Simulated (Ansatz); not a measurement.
Mulliken charges of `[OH][In]([SH])[Cl]` from r2SCAN/def2-TZVPP in Ansatz (PBE0-D4/def2-TZVP geometry).

```
atom   x (Å)   y (Å)   z (Å)  charge (e)
  O1  -0.107   1.768   1.009      -0.507
 In2  -0.042   0.073   0.015       0.879
  S3   1.680  -1.503   0.296      -0.327
 Cl4  -1.784  -0.298  -1.479      -0.377
  H5  -0.875   2.293   0.766       0.202
  H6   1.129  -2.334  -0.606       0.130
```

Question: By hand: the dipole of these point charges (1 e Å = 4.8032 D).

Answer: Σ q r = (0.111, -0.069, 0.038) e Å, of length 0.136 e Å = 0.65 D.

Question: How does the dipole of the full density compare? (An estimate is asked.)

Answer: Ansatz gave: (0.015, -0.055, -0.024) e Å, 0.30 D; the point charges give 2.17 times that, at 57° from its direction.

Point charges leave out the atoms' own dipoles, such as those of lone pairs, and Mulliken's split depends on the basis, so the two needn't agree.
